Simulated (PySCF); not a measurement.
Dipole response of Hg+ (mercury, charge +1)

[Xe] 4f14 5d10 6s1, 2S determinant. Calculation: PySCF 2.14, in aug-cc-pwCVTZ-PP with ECP60MDF (8s8p7d4f3g, 122 functions); scalar relativity through the core potential. Coupled (time-dependent) response in atomic units; α is the mean over directions.

| method | mean α (bohr³) | C₆ (like pair) | S(−4) |
| --- | --- | --- | --- |
| HSE06 | 19.45 | 144.6 | 153.5 |

S(−4) is the Cauchy moment in α(ω) = α(0) + S(−4) ω² + …

α(iu) at HSE06:

```json
{"u (hartree)": "0", "α(iu) (bohr³)": "19.45"}
{"u (hartree)": "0.0500", "α(iu) (bohr³)": "19.08"}
{"u (hartree)": "0.100", "α(iu) (bohr³)": "18.08"}
{"u (hartree)": "0.200", "α(iu) (bohr³)": "15.32"}
{"u (hartree)": "0.300", "α(iu) (bohr³)": "12.74"}
{"u (hartree)": "0.500", "α(iu) (bohr³)": "9.223"}
{"u (hartree)": "0.750", "α(iu) (bohr³)": "6.739"}
{"u (hartree)": "1.00", "α(iu) (bohr³)": "5.227"}
{"u (hartree)": "1.50", "α(iu) (bohr³)": "3.453"}
{"u (hartree)": "2.00", "α(iu) (bohr³)": "2.456"}
{"u (hartree)": "3.00", "α(iu) (bohr³)": "1.417"}
{"u (hartree)": "5.00", "α(iu) (bohr³)": "0.6333"}
```

A single London oscillator, α(iu) = α/(1 + u²/ω²), gives C₆ = (3/4) ω α². Matching the computed C₆ needs ω = 4 × 144.6 / (3 × 19.45²) = 0.510 hartree.

For an ion, C₆ is the dispersion term alone; charge-induced terms of lower order in 1/R come first.

Energies and moments cover only the electrons outside the core potential. Spin-orbit coupling, which splits the p, d and f shells strongly at this Z, is absent.
